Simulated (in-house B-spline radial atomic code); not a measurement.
A fraction x of an electron is moved 3d → 4p in Zr⁵⁺, starting from [Ar] 3d10 4s2 4p5 and keeping the highest spin. Method: scalar-relativistic (X2C) wB97X, spin-polarised, spherical fractional occupations, Fermi nucleus of rms radius 4.2694 fm. Calculated with a radial B-spline atomic code at the basis-set limit.

Caution: exact exchange at fractional occupations of open shells leaves self-interaction of up to several eV.

```json
{"x": "0", "E(x) - E(0) (eV)": "0.0000", "3d down level (eV)": "-245.344", "4p down level (eV)": "-90.055"}
{"x": "0.125", "E(x) - E(0) (eV)": "19.4609", "3d down level (eV)": "-247.080", "4p down level (eV)": "-90.995"}
{"x": "0.25", "E(x) - E(0) (eV)": "?", "3d down level (eV)": "?", "4p down level (eV)": "?"}
{"x": "0.375", "E(x) - E(0) (eV)": "58.6809", "3d down level (eV)": "-250.552", "4p down level (eV)": "-92.877"}
{"x": "0.5", "E(x) - E(0) (eV)": "78.4401", "3d down level (eV)": "-252.289", "4p down level (eV)": "-93.817"}
{"x": "0.625", "E(x) - E(0) (eV)": "?", "3d down level (eV)": "?", "4p down level (eV)": "?"}
{"x": "0.75", "E(x) - E(0) (eV)": "118.2580", "3d down level (eV)": "-255.765", "4p down level (eV)": "-95.692"}
{"x": "1", "E(x) - E(0) (eV)": "158.4775", "3d down level (eV)": "-259.245", "4p down level (eV)": "-97.558"}
```

(1) What belongs in the row x = 0.25?

(2) What belongs in the row x = 0.625?

(3) Check Janak's theorem between x = 0.375 and 0.5.

Answers

(1) An energy change of 39.0212 eV; 3d down at -248.816 eV, 4p down at -91.936 eV.

(2) An energy change of 98.2990 eV; 3d down at -254.026 eV, 4p down at -94.755 eV.

(3) The slope of the energy is 158.07 eV; the orbital levels give 158.07 eV (ε of the receiving orbital less ε of the emptying one, averaged over the two points).
